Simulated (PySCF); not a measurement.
# Working out the ionisation energy of Zn⁺

Zn⁺ [Ar] 3d10 4s1 (2S) → Zn²⁺ [Ar] 3d10 (1S). Calculation: PySCF 2.14, in x2c-SVPall (5s3p3d1f, 36 functions); the spin-free X2C one-electron Hamiltonian (Gaussian nucleus). Frozen: [Ar]. Energies in hartree (1 hartree = 27.21139 eV):

| part | Zn⁺ (lower) | Zn²⁺ (upper) |
| --- | --- | --- |
| UHF | -1793.654768 | -1793.035973 |
| CCSD correlation | -0.245091 | -0.230503 |
| (T) | -0.006983 | -0.005616 |

Problem. What does Hartree-Fock give?

Solution. (-1793.035973) − (-1793.654768) = 0.618795 hartree = 16.838 eV.

Problem. What do CCSD and CCSD(T) give?

Solution. The CCSD correlation energies differ by 0.014588 hartree = 0.397 eV and the triples by 0.001367 hartree = 0.037 eV, so CCSD gives 17.235 eV and CCSD(T) 17.272 eV.

Measured between the centres of the two terms (NIST): 17.964 eV, so CCSD(T) (valence) is off by -0.692 eV.

A double-zeta basis recovers only part of the correlation energy.

What remains against the reference includes basis incompleteness, the frozen core and higher excitations.
